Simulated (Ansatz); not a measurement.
## Nudged elastic band run: CH8AlNO2Si

input.yaml

```yaml
crystal:
  periodic: [false, false, false]
  atoms:
    - { symbol: "N", position_ang: [-1.993839, 0.381934, -0.835239] }
    - { symbol: C, position_ang: [-1.183871, 0.530421, 0.391571] }
    - { symbol: Si, position_ang: [0.464556, -0.373735, 0.003895] }
    - { symbol: O, position_ang: [0.117063, -1.988867, 0.411404] }
    - { symbol: O, position_ang: [0.585805, -0.120984, -1.661243] }
    - { symbol: Al, position_ang: [2.616118, 0.400875, 0.91432] }
    - { symbol: H, position_ang: [-2.765716, 1.059631, -0.86761] }
    - { symbol: H, position_ang: [-2.424533, -0.551375, -0.860296] }
    - { symbol: H, position_ang: [-0.95804, 1.608589, 0.536524] }
    - { symbol: H, position_ang: [-1.671895, 0.174719, 1.329329] }
    - { symbol: H, position_ang: [0.824398, -2.612283, 0.167116] }
    - { symbol: H, position_ang: [-0.341096, 0.156834, -1.910314] }
    - { symbol: H, position_ang: [2.804108, 1.852377, 1.584095] }
    - { symbol: H, position_ang: [3.914043, -0.547534, 0.825249] }
basis:
  gaussian: { orbitals: def2-SVP }
hamiltonian:
  xc: pbe
neb:
  order_check: false
  images: 9
  f_tol: 0.03
  max_iterations: 60
  spring: 0.1
  final_atoms:
    - { symbol: "N", position_ang: [-2.4173419, 0.18809611, -0.2718327] }
    - { symbol: C, position_ang: [-1.23101377, 0.67888912, 0.45590422] }
    - { symbol: Si, position_ang: [0.39404315, -0.16580451, -0.07923264] }
    - { symbol: O, position_ang: [-0.05165038, -1.80185358, 0.08546618] }
    - { symbol: O, position_ang: [0.75863913, 0.19622963, -1.70148688] }
    - { symbol: Al, position_ang: [2.56478193, 0.34390089, 0.98705313] }
    - { symbol: H, position_ang: [-2.3366888, 0.41878361, -1.27189493] }
    - { symbol: H, position_ang: [-2.42931195, -0.84124239, -0.22991916] }
    - { symbol: H, position_ang: [-1.15126824, 1.78075705, 0.33123638] }
    - { symbol: H, position_ang: [-1.3877027, 0.51935908, 1.54642069] }
    - { symbol: H, position_ang: [0.64381177, -2.43229247, -0.17195388] }
    - { symbol: H, position_ang: [0.01688378, 0.10679474, -2.329196] }
    - { symbol: H, position_ang: [2.88386457, 1.74782876, 1.70277485] }
    - { symbol: H, position_ang: [3.73005441, -0.76884406, 0.97546174] }
  initial_path:
    images:
      - { positions_ang: [[-1.993839, 0.381934, -0.835239], [-1.183871, 0.530421, 0.391571], [0.464556, -0.373735, 0.003895], [0.117063, -1.988867, 0.411404], [0.585805, -0.120984, -1.661243], [2.616118, 0.400875, 0.91432], [-2.765716, 1.059631, -0.86761], [-2.424533, -0.551375, -0.860296], [-0.95804, 1.608589, 0.536524], [-1.671895, 0.174719, 1.329329], [0.824398, -2.612283, 0.167116], [-0.341096, 0.156834, -1.910314], [2.804108, 1.852377, 1.584095], [3.914043, -0.547534, 0.825249]] }
      - { positions_ang: [[-2.02974955, 0.37147499, -0.75000434], [-1.15095084, 0.58057257, 0.37100331], [0.44535071, -0.37070099, -0.02787989], [0.11041781, -1.98167983, 0.39335143], [0.60774656, -0.1595179, -1.69930932], [2.5605652, 0.3931485, 0.93249207], [-2.74734411, 1.08551295, -0.86655837], [-2.3995528, -0.57130741, -0.75871551], [-0.91291468, 1.65316112, 0.43505272], [-1.57400241, 0.29236194, 1.34577874], [0.81235077, -2.59226441, 0.14066661], [-0.29093523, -0.01631075, -1.97324975], [2.7018453, 1.56719543, 1.78507424], [3.85427426, -0.2810442, 0.70109906]] }
      - { positions_ang: [[-2.0656601, 0.36101598, -0.66476967], [-1.11803069, 0.63072413, 0.35043561], [0.42614542, -0.36766698, -0.05965479], [0.10377261, -1.97449266, 0.37529887], [0.62968812, -0.1980518, -1.73737564], [2.50501241, 0.385422, 0.95066413], [-2.72897222, 1.11139489, -0.86550674], [-2.37457261, -0.59123982, -0.65713501], [-0.86778935, 1.69773324, 0.33358144], [-1.47610982, 0.41000488, 1.36222848], [0.80030354, -2.57224582, 0.11421722], [-0.24077446, -0.18945549, -2.03618549], [2.59958261, 1.28201385, 1.98605349], [3.79450553, -0.0145544, 0.57694912]] }
      - { positions_ang: [[-2.10157065, 0.35055697, -0.57953501], [-1.08511053, 0.6808757, 0.32986792], [0.40694013, -0.36463297, -0.09142968], [0.09712742, -1.96730549, 0.3572463], [0.65162968, -0.23658571, -1.77544197], [2.44945961, 0.3776955, 0.9688362], [-2.71060032, 1.13727684, -0.86445511], [-2.34959241, -0.61117223, -0.55555452], [-0.82266403, 1.74230536, 0.23211016], [-1.37821723, 0.52764782, 1.37867822], [0.78825632, -2.55222723, 0.08776783], [-0.19061369, -0.36260024, -2.09912124], [2.49731991, 0.99683228, 2.18703273], [3.73473679, 0.25193541, 0.45279918]] }
      - { positions_ang: [[-2.1374812, 0.34009796, -0.49430035], [-1.05219037, 0.73102726, 0.30930022], [0.38773484, -0.36159896, -0.12320457], [0.09048222, -1.96011832, 0.33919374], [0.67357123, -0.27511961, -1.81350829], [2.39390682, 0.369969, 0.98700826], [-2.69222843, 1.16315879, -0.86340349], [-2.32461221, -0.63110464, -0.45397402], [-0.7775387, 1.78687748, 0.13063887], [-1.28032464, 0.64529075, 1.39512796], [0.77620909, -2.53220863, 0.06131844], [-0.14045292, -0.53574499, -2.16205699], [2.39505721, 0.71165071, 2.38801197], [3.67496806, 0.51842521, 0.32864924]] }
      - { positions_ang: [[-2.17339175, 0.32963895, -0.40906569], [-1.01927022, 0.78117883, 0.28873253], [0.36852955, -0.35856495, -0.15497946], [0.08383703, -1.95293116, 0.32114117], [0.69551279, -0.31365351, -1.85157461], [2.33835402, 0.3622425, 1.00518033], [-2.67385654, 1.18904073, -0.86235186], [-2.29963201, -0.65103705, -0.35239353], [-0.73241338, 1.8314496, 0.02916759], [-1.18243204, 0.76293369, 1.4115777], [0.76416186, -2.51219004, 0.03486905], [-0.09029215, -0.70888973, -2.22499273], [2.29279452, 0.42646914, 2.58899122], [3.61519932, 0.78491501, 0.2044993]] }
      - { positions_ang: [[-2.22218178, 0.30133038, -0.38161909], [-1.06161893, 0.76072089, 0.32216687], [0.37363227, -0.32001286, -0.1398301], [0.05673955, -1.92271564, 0.27400617], [0.70813806, -0.21167688, -1.82155706], [2.3836396, 0.35857418, 1.00155489], [-2.60642299, 1.03498931, -0.94426047], [-2.325568, -0.68907812, -0.32789866], [-0.81618435, 1.82131109, 0.08958135], [-1.22348617, 0.71421877, 1.4385463], [0.74009184, -2.49621053, -0.00649554], [-0.06885696, -0.54575284, -2.24583339], [2.41100853, 0.69074106, 2.41174794], [3.63817034, 0.47416319, 0.35869179]] }
      - { positions_ang: [[-2.27097181, 0.27302181, -0.35417249], [-1.10396764, 0.74026295, 0.3556012], [0.37873499, -0.28146077, -0.12468073], [0.02964207, -1.89250012, 0.22687118], [0.72076333, -0.10970025, -1.79153952], [2.42892519, 0.35490586, 0.99792945], [-2.53898944, 0.88093788, -1.02616908], [-2.35150399, -0.72711919, -0.30340378], [-0.89995533, 1.81117258, 0.14999511], [-1.2645403, 0.66550385, 1.4655149], [0.71602182, -2.48023101, -0.04786012], [-0.04742178, -0.38261594, -2.26667404], [2.52922254, 0.95501298, 2.23450467], [3.66114136, 0.16341138, 0.51288428]] }
      - { positions_ang: [[-2.31976184, 0.24471325, -0.32672589], [-1.14631635, 0.71980501, 0.38903554], [0.38383771, -0.24290868, -0.10953137], [0.00254458, -1.86228461, 0.17973618], [0.7333886, -0.00772362, -1.76152197], [2.47421077, 0.35123754, 0.99430401], [-2.4715559, 0.72688646, -1.1080777], [-2.37743997, -0.76516025, -0.27890891], [-0.9837263, 1.80103407, 0.21040886], [-1.30559444, 0.61678893, 1.49248349], [0.6919518, -2.4642515, -0.08922471], [-0.02598659, -0.21947905, -2.28751469], [2.64743655, 1.21928491, 2.05726139], [3.68411237, -0.14734043, 0.66707676]] }
      - { positions_ang: [[-2.36855187, 0.21640468, -0.2992793], [-1.18866506, 0.69934706, 0.42246988], [0.38894043, -0.2043566, -0.09438201], [-0.0245529, -1.83206909, 0.13260118], [0.74601386, 0.09425301, -1.73150442], [2.51949635, 0.34756921, 0.99067857], [-2.40412235, 0.57283503, -1.18998631], [-2.40337596, -0.80320132, -0.25441404], [-1.06749727, 1.79089556, 0.27082262], [-1.34664857, 0.56807401, 1.51945209], [0.66788179, -2.44827198, -0.1305893], [-0.00455141, -0.05634216, -2.30835535], [2.76565056, 1.48355683, 1.88001812], [3.70708339, -0.45809225, 0.82126925]] }
      - { positions_ang: [[-2.4173419, 0.18809611, -0.2718327], [-1.23101377, 0.67888912, 0.45590422], [0.39404315, -0.16580451, -0.07923264], [-0.05165038, -1.80185358, 0.08546618], [0.75863913, 0.19622963, -1.70148688], [2.56478193, 0.34390089, 0.98705313], [-2.3366888, 0.41878361, -1.27189493], [-2.42931195, -0.84124239, -0.22991916], [-1.15126824, 1.78075705, 0.33123638], [-1.3877027, 0.51935908, 1.54642069], [0.64381177, -2.43229247, -0.17195388], [0.01688378, 0.10679474, -2.329196], [2.88386457, 1.74782876, 1.70277485], [3.73005441, -0.76884406, 0.97546174]] }
```

Command:

```bash
$ ansatz run input.yaml --threads 2 --pin off --max-ram 3072MiB --backend cpu --events-out ev --progress --plain --runs-dir out
```

Output, in part (warnings, iteration lines, the closing report on the highest movable image, with atoms numbered from 0):

```
NEB end point (image 0): max|allowed force component| = 7.767e-3 eV/Å (the criterion of neb.relax_end_points is 1.000e-2)
NEB end point (image 10): max|allowed force component| = 5.983e-3 eV/Å (the criterion of neb.relax_end_points is 1.000e-2)
NEB iter   1: max|band force component| = 5.349e0 eV/Å  barrier→ = 1.9737 eV  barrier← = 1.7900 eV  Δτ_max = 0.1981 Å  (331 SCF iters)
NEB iter   2: max|band force component| = 2.098e0 eV/Å  barrier→ = 0.6929 eV  barrier← = 0.5092 eV  Δτ_max = 0.2000 Å  (293 SCF iters)
NEB iter   3: max|band force component| = 1.801e0 eV/Å  barrier→ = 0.3947 eV  barrier← = 0.2111 eV  Δτ_max = 0.2000 Å  (278 SCF iters)
NEB iter   4: max|band force component| = 5.723e-1 eV/Å  barrier→ = 0.3407 eV  barrier← = 0.1571 eV  Δτ_max = 0.1974 Å  (269 SCF iters)
NEB iter   5: max|band force component| = 4.182e-1 eV/Å  barrier→ = 0.2942 eV  barrier← = 0.1106 eV  CI = image 6  Δτ_max = 0.1370 Å  (272 SCF iters)
NEB iter   6: max|band force component| = 2.745e-1 eV/Å  barrier→ = 0.3477 eV  barrier← = 0.1641 eV  CI = image 6  Δτ_max = 0.1764 Å  (272 SCF iters)
NEB iter   7: max|band force component| = 1.658e-1 eV/Å  barrier→ = 0.3369 eV  barrier← = 0.1532 eV  CI = image 6  Δτ_max = 0.1546 Å  (276 SCF iters)
NEB iter   8: max|band force component| = 1.463e-1 eV/Å  barrier→ = 0.3255 eV  barrier← = 0.1419 eV  CI = image 6  Δτ_max = 0.1990 Å  (274 SCF iters)
NEB iter   9: max|band force component| = 2.152e-1 eV/Å  barrier→ = 0.3195 eV  barrier← = 0.1358 eV  CI = image 6  Δτ_max = 0.1003 Å  (276 SCF iters)
NEB iter  10: max|band force component| = 1.361e-1 eV/Å  barrier→ = 0.3099 eV  barrier← = 0.1263 eV  CI = image 6  Δτ_max = 0.1000 Å  (273 SCF iters)
NEB iter  11: max|band force component| = 1.145e-1 eV/Å  barrier→ = 0.3047 eV  barrier← = 0.1210 eV  CI = image 6  Δτ_max = 0.1001 Å  (277 SCF iters)
NEB iter  12: max|band force component| = 1.267e-1 eV/Å  barrier→ = 0.2997 eV  barrier← = 0.1160 eV  CI = image 6  Δτ_max = 0.0500 Å  (274 SCF iters)
NEB iter  13: max|band force component| = 1.015e-1 eV/Å  barrier→ = 0.2975 eV  barrier← = 0.1139 eV  CI = image 6  Δτ_max = 0.0500 Å  (282 SCF iters)
NEB iter  14: max|band force component| = 6.880e-2 eV/Å  barrier→ = 0.2955 eV  barrier← = 0.1118 eV  CI = image 6  Δτ_max = 0.0500 Å  (281 SCF iters)
NEB iter  15: max|band force component| = 4.855e-2 eV/Å  barrier→ = 0.2936 eV  barrier← = 0.1099 eV  CI = image 6  Δτ_max = 0.0500 Å  (281 SCF iters)
NEB iter  16: max|band force component| = 4.556e-2 eV/Å  barrier→ = 0.2918 eV  barrier← = 0.1081 eV  CI = image 6  Δτ_max = 0.0500 Å  (280 SCF iters)
NEB iter  17: max|band force component| = 4.652e-2 eV/Å  barrier→ = 0.2902 eV  barrier← = 0.1065 eV  CI = image 6  Δτ_max = 0.0501 Å  (279 SCF iters)
NEB iter  18: max|band force component| = 4.728e-2 eV/Å  barrier→ = 0.2887 eV  barrier← = 0.1050 eV  CI = image 6  Δτ_max = 0.0250 Å  (281 SCF iters)
NEB iter  19: max|band force component| = 4.674e-2 eV/Å  barrier→ = 0.2880 eV  barrier← = 0.1043 eV  CI = image 6  Δτ_max = 0.0250 Å  (275 SCF iters)
NEB iter  20: max|band force component| = 3.427e-2 eV/Å  barrier→ = 0.2873 eV  barrier← = 0.1036 eV  CI = image 6  Δτ_max = 0.0250 Å  (276 SCF iters)
NEB iter  21: max|band force component| = 3.392e-2 eV/Å  barrier→ = 0.2866 eV  barrier← = 0.1030 eV  CI = image 6  Δτ_max = 0.0250 Å  (268 SCF iters)
NEB iter  22: max|band force component| = 2.993e-2 eV/Å  barrier→ = 0.2860 eV  barrier← = 0.1024 eV  CI = image 6  Δτ_max = 0.0250 Å  (268 SCF iters)
NEB iter  23: max|band force component| = 4.110e-2 eV/Å  barrier→ = 0.2855 eV  barrier← = 0.1018 eV  CI = image 6  Δτ_max = 0.0500 Å  (32 SCF iters)
NEB iter  24: max|band force component| = 4.575e-2 eV/Å  barrier→ = 0.2844 eV  barrier← = 0.1008 eV  CI = image 6  Δτ_max = 0.0250 Å  (277 SCF iters)
NEB iter  25: max|band force component| = 3.755e-2 eV/Å  barrier→ = 0.2839 eV  barrier← = 0.1003 eV  CI = image 6  Δτ_max = 0.0250 Å  (286 SCF iters)
NEB iter  26: max|band force component| = 4.336e-2 eV/Å  barrier→ = 0.2835 eV  barrier← = 0.0998 eV  CI = image 6  Δτ_max = 0.0250 Å  (277 SCF iters)
NEB iter  27: max|band force component| = 3.390e-2 eV/Å  barrier→ = 0.2831 eV  barrier← = 0.0994 eV  CI = image 6  Δτ_max = 0.0500 Å  (283 SCF iters)
NEB iter  28: max|band force component| = 4.377e-2 eV/Å  barrier→ = 0.2825 eV  barrier← = 0.0988 eV  CI = image 6  Δτ_max = 0.0250 Å  (280 SCF iters)
NEB iter  29: max|band force component| = 3.826e-2 eV/Å  barrier→ = 0.2821 eV  barrier← = 0.0984 eV  CI = image 6  Δτ_max = 0.0250 Å  (269 SCF iters)
NEB iter  30: max|band force component| = 3.490e-2 eV/Å  barrier→ = 0.2818 eV  barrier← = 0.0982 eV  CI = image 6  Δτ_max = 0.0250 Å  (256 SCF iters)
NEB iter  31: max|band force component| = 3.610e-2 eV/Å  barrier→ = 0.2816 eV  barrier← = 0.0979 eV  CI = image 6  Δτ_max = 0.0250 Å  (259 SCF iters)
NEB iter  32: max|band force component| = 3.396e-2 eV/Å  barrier→ = 0.2813 eV  barrier← = 0.0977 eV  CI = image 6  Δτ_max = 0.0500 Å  (259 SCF iters)
NEB iter  33: max|band force component| = 3.346e-2 eV/Å  barrier→ = 0.2812 eV  barrier← = 0.0975 eV  CI = image 6  Δτ_max = 0.0500 Å  (264 SCF iters)
NEB iter  34: max|band force component| = 3.095e-2 eV/Å  barrier→ = 0.2810 eV  barrier← = 0.0974 eV  CI = image 6  Δτ_max = 0.0500 Å  (266 SCF iters)
NEB iter  35: max|band force component| = 4.462e-2 eV/Å  barrier→ = 0.2809 eV  barrier← = 0.0973 eV  CI = image 6  Δτ_max = 0.0250 Å  (279 SCF iters)
NEB iter  36: max|band force component| = 3.599e-2 eV/Å  barrier→ = 0.2809 eV  barrier← = 0.0972 eV  CI = image 6  Δτ_max = 0.0250 Å  (279 SCF iters)
NEB iter  37: max|band force component| = 3.432e-2 eV/Å  barrier→ = 0.2808 eV  barrier← = 0.0971 eV  CI = image 6  Δτ_max = 0.0250 Å  (275 SCF iters)
NEB iter  38: max|band force component| = 3.766e-2 eV/Å  barrier→ = 0.2808 eV  barrier← = 0.0971 eV  CI = image 6  Δτ_max = 0.0125 Å  (252 SCF iters)
NEB iter  39: max|band force component| = 2.761e-2 eV/Å  barrier→ = 0.2807 eV  barrier← = 0.0971 eV  CI = image 6  Δτ_max = 0.0000 Å  (520 SCF iters)
Total energy: -21202.13078959 eV, -779.1639351969 hartree
Atom 0 at    -2.177352     0.371571    -0.608271 Å, force    -0.000215     0.000093     0.000145 eV/Å
Atom 1 at    -1.237203     0.483400     0.494768 Å, force     0.000331     0.000814    -0.001065 eV/Å
Atom 2 at     0.434755    -0.348395     0.027387 Å, force     0.000989    -0.000935     0.000687 eV/Å
Atom 3 at     0.129871    -1.988543     0.362628 Å, force    -0.000365    -0.000286     0.000892 eV/Å
Atom 4 at     0.549872    -0.049611    -1.639412 Å, force     0.000920    -0.000231    -0.001115 eV/Å
Atom 5 at     2.614045     0.409832     0.891835 Å, force    -0.001867    -0.000546     0.000316 eV/Å
Atom 6 at    -2.366826     1.165175    -1.213070 Å, force     0.000731     0.000218    -0.000055 eV/Å
Atom 7 at    -2.434639    -0.546964    -0.962555 Å, force    -0.000231     0.000266     0.000354 eV/Å
Atom 8 at    -1.068977     1.558913     0.711153 Å, force    -0.000591    -0.000031     0.000559 eV/Å
Atom 9 at    -1.651131     0.048892     1.434285 Å, force    -0.000224    -0.000527    -0.000802 eV/Å
Atom 10 at     0.852379    -2.583176     0.092837 Å, force     0.000275     0.000344    -0.000102 eV/Å
Atom 11 at    -0.376114     0.136700    -1.928882 Å, force    -0.001270     0.000034     0.000490 eV/Å
Atom 12 at     2.839058     1.899613     1.456627 Å, force     0.000893    -0.000271     0.000221 eV/Å
Atom 13 at     3.879360    -0.586804     0.909472 Å, force     0.000623     0.001058    -0.000523 eV/Å
Dipole moment:    -0.322516     0.032911    -0.110731 e Å
```

The run converged. The band force fell under the threshold earlier too, but the program's further tests of the path sent the band on. Another band between the same ends (9 images) ends at a top of the same energy, where a vibrational analysis finds 1 clearly imaginary mode.

Final band (atoms are numbered from 1 in the order of the input):

| image | path coordinate (Å) | energy (kJ/mol) | height of N1 over the plane of its neighbours (Å) |
| --- | --- | --- | --- |
| 0 | 0.00 | 0.0 | -0.38 |
| 1 | 0.11 | 0.0 | -0.38 |
| 2 | 0.24 | 0.1 | -0.38 |
| 3 | 0.38 | 0.8 | -0.37 |
| 4 | 0.53 | 3.6 | -0.32 |
| 5 | 0.76 | 17.3 | -0.14 |
| 6 | 1.00 | 27.1 | 0.11 |
| 7 | 1.48 | 20.3 | 0.36 |
| 8 | 1.97 | 18.8 | 0.39 |
| 9 | 2.45 | 18.0 | 0.40 |
| 10 | 2.92 | 17.7 | 0.41 |

Run time: 11 min on 2 threads of Intel(R) Xeon(R) Platinum 8488C (Sapphire Rapids), on a shared host, peak memory 0.2 GiB.
